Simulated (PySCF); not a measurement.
# Nuclear quadrupole coupling in `C=C[C@@H]1C[P@]1(=O)CC(C)=O`

C₇H₁₁O₂P.
SMILES with atom numbers: `[CH2:1]=[CH:2][C@@H:3]1[CH2:4][P@:5]1(=[O:6])[CH2:7][C:8]([CH3:9])=[O:10]` (hydrogens: H11, H12 on C1; H13 on C2; H14 on C3; H15, H16 on C4; H17, H18 on C7; H19, H20, H21 on C9)

Cartesian coordinates in Å at the GFN2-xTB level; atoms count from 1:
```
atom  x, y, z in Å
C1    -2.3669    1.0606   -0.7978
C2    -2.4341   -0.2634   -0.7549
C3    -1.8252   -1.1407    0.2474
C4    -1.2613   -0.5555    1.5837
P5    -0.0117   -1.2903    0.5209
O6     0.6432   -2.5782    0.7657
C7     0.9150   -0.0893   -0.5166
C8     1.9999    0.3531    0.4324
C9     3.2117    0.9963   -0.1693
O10    1.8516    0.1546    1.6115
H11   -2.8347    1.6184   -1.5905
H12   -1.8694    1.6480   -0.0441
H13   -2.9657   -0.7873   -1.5402
H14   -2.3423   -2.0877    0.3724
H15   -1.3329    0.5127    1.7130
H16   -1.5213   -1.1079    2.4767
H17    0.2804    0.7440   -0.8177
H18    1.3068   -0.5827   -1.4077
H19    3.8083    1.4759    0.6020
H20    3.8112    0.2196   -0.6425
H21    2.9285    1.7167   -0.9329
```

Field gradients from the PBE0/pcSseg-1 density (PySCF, non-relativistic), principal values in atomic units, ordered |Vxx| ≤ |Vyy| ≤ |Vzz|:

```csv
atom,Vxx,Vyy,Vzz
O6,-0.4216,-0.4959,0.9175
O10,0.4879,1.4597,-1.9476
```

Q: Find the asymmetry η = (Vxx − Vyy)/Vzz and the couplings χ = eQV/h (234.96 MHz × Q in barn × V in au), with Q(17O) = −0.0256 b.

A: 
| atom | environment | nucleus | η | χzz (MHz) | χxx (MHz) | χyy (MHz) |
| --- | --- | --- | --- | --- | --- | --- |
| O6 | phosphoryl oxygen | 17O | 0.08 | -5.52 | 2.54 | 2.98 |
| O10 | ketone oxygen | 17O | 0.50 | 11.71 | -2.93 | -8.78 |

Q: What is Vzz at O10 in SI units (1 au = 9.71736 × 10²¹ V/m²)?

A: -1.9476 au = -18.925 × 10²¹ V/m².

Q: What couplings would deuterons (Q(2H) = 0.00286 b) have in place of the hydrogens, at this geometry?

A: 
| atom | bonded to | bond length (Å) | Vzz (au) | η | χzz (kHz) |
| --- | --- | --- | --- | --- | --- |
| H11 | C1 | 1.076 | 0.3403 | 0.06 | 229 |
| H12 | C1 | 1.077 | 0.3389 | 0.06 | 228 |
| H13 | C2 | 1.083 | 0.3207 | 0.06 | 215 |
| H14 | C3 | 1.086 | 0.3166 | 0.10 | 213 |
| H15 | C4 | 1.078 | 0.3372 | 0.07 | 227 |
| H16 | C4 | 1.082 | 0.3287 | 0.06 | 221 |
| H17 | C7 | 1.090 | 0.3059 | 0.01 | 206 |
| H18 | C7 | 1.091 | 0.3050 | 0.03 | 205 |
| H19 | C9 | 1.087 | 0.3122 | 0.01 | 210 |
| H20 | C9 | 1.089 | 0.3099 | 0.03 | 208 |
| H21 | C9 | 1.087 | 0.3129 | 0.04 | 210 |

The structure is a single GFN2-xTB conformer in the gas phase; no vibrational or solvent corrections. GFN2-xTB bond lengths can be off by several hundredths of an ångström, more for odd bonds, and the gradients follow them. The small basis limits the accuracy of the gradients.

These values come from a run that also computed NMR shieldings. On one thread of an AMD EPYC 7R43, shared host with 256 logical CPUs at a one-minute load of 95, this took 54 s wall and 1.1 GiB of memory at its peak.
